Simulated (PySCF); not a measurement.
## Dipole response of Ar³⁺ (argon, charge +3)

[Ne] 3s2 3p3, high-spin 4S determinant. Computed with PySCF 2.14 in aug-cc-pCVTZ-DK with one added diffuse shell each of s, p, d, f type (9s8p6d4f, 91 functions), with the spin-free X2C one-electron Hamiltonian (Gaussian nucleus). Coupled (time-dependent) response in atomic units; α is the mean over directions.

```json
{"method": "UHF", "mean α (bohr³)": "3.672", "C₆ (like pair)": "9.989", "S(−4)": "4.798"}
{"method": "PBE", "mean α (bohr³)": "3.578", "C₆ (like pair)": "9.733", "S(−4)": "4.126"}
{"method": "PBE0", "mean α (bohr³)": "3.586", "C₆ (like pair)": "9.748", "S(−4)": "4.207"}
{"method": "TPSSh", "mean α (bohr³)": "3.609", "C₆ (like pair)": "9.875", "S(−4)": "4.312"}
{"method": "BP86", "mean α (bohr³)": "3.571", "C₆ (like pair)": "9.708", "S(−4)": "4.099"}
```

S(−4) is the Cauchy moment in α(ω) = α(0) + S(−4) ω² + …

α(iu) at PBE0:

```csv
u (hartree),α(iu) (bohr³)
0,3.586
0.0500,3.576
0.100,3.545
0.200,3.429
0.300,3.256
0.500,2.822
0.750,2.265
1.00,1.791
1.50,1.143
2.00,0.7746
3.00,0.4224
5.00,0.1910
```

A single London oscillator, α(iu) = α/(1 + u²/ω²), gives C₆ = (3/4) ω α². Matching the computed C₆ needs ω = 4 × 9.748 / (3 × 3.586²) = 1.01 hartree.

For an ion, C₆ is the dispersion term alone; charge-induced terms of lower order in 1/R come first.
